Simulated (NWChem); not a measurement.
# CH₅BeN; SMILES [CH3][Be][NH2]

```xyz
8

Be    -0.0057     0.0678     0.0014
C     -0.0016    -1.6113    -0.0017
H     -0.5042    -2.0418     0.8818
H      1.0271    -2.0154     0.0001
H     -0.4982    -2.0343    -0.8924
N     -0.0001     1.5723    -0.0002
H     -0.8217     2.1678     0.0003
H      0.8262     2.1614    -0.0063
```
Atoms are numbered in this order, from 1.

All runs: NWChem. Structure relaxed at the PBE0/def2-SVP level. Core excitations by TDA in a window of 1s orbitals, non-relativistic and unshifted: absolute energies depend strongly on the exact-exchange share.

For level C K edge, B3LYP/def2-TZVP:

```
Quantity                                   Value
----------------------------------------  ------
first 1s excitation (eV)                   274.3
first state with f > 0.002 (eV)            276.0
dipole oscillator strength of that state  0.0040
```

Q: What are these values for level N K edge, PBE/def2-TZVP?

A: The first 1s excitation (eV) comes out as 379.0. The first state with f > 0.002 (eV) comes out as 380.3 and the dipole oscillator strength of that state is 0.0113.
